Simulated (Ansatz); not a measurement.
BiH2(NMe2) (C₂H₈BiN), relaxed as a singlet with RKS PBE-D4/def2-SVP in Ansatz, starting from the GFN2-xTB geometry. Force threshold 0.02 eV/Å.

In the def2 sets Bi takes a core potential; there is no spin–orbit coupling.

Start:

Cartesian coordinates in Å:
```
Bi 1.9059 0.5491 -0.8493
H 1.3952 -0.7513 -1.9666
H 1.1556 1.7044 -1.9641
N 0.0942 0.4268 0.3429
C -1.1128 0.2274 -0.4153
C 0.2000 -0.4988 1.4442
H -1.1523 -0.7578 -0.9064
H -1.1761 0.9962 -1.1810
H -1.9782 0.3155 0.2476
H 1.1008 -0.2819 2.0181
H -0.6641 -0.3749 2.1034
H 0.2319 -1.5547 1.1266
```

(1) Estimate the energy that the relaxation releases and the steps that it takes.

(2) Does the start keep its bonding and symmetry?

(3) Predict the relaxed structure.

Answers

(1) 2.6 kcal/mol, in 7 steps; 22 s on 4 threads of Intel Xeon on a shared host. No frequencies were taken in this run, so the end may be a saddle point.

(2) By distances, no bond broke or formed. The bond that changes most is Bi1–H2, from 1.79 to 1.84 Å (atoms count from 1).

(3) 
```
atom    x (Å)    y (Å)    z (Å)
 Bi1   1.9389   0.5924  -0.8460
  H2   1.5835  -0.7909  -2.0134
  H3   1.1320   1.7321  -2.0136
  N4   0.0849   0.4293   0.3451
  C5  -1.1352   0.2384  -0.4124
  C6   0.2013  -0.5074   1.4477
  H7  -1.2286  -0.7671  -0.9050
  H8  -1.2309   1.0084  -1.2045
  H9  -2.0151   0.3456   0.2666
 H10   1.1425  -0.3413   2.0134
 H11  -0.6385  -0.3472   2.1651
 H12   0.1652  -1.5923   1.1569
```
Bond lengths: 2 × C–N 1.45 Å; 1 × Bi–N 2.21 Å; 6 × C–H 1.11 to 1.12 Å; 2 × Bi–H 1.82 to 1.84 Å.
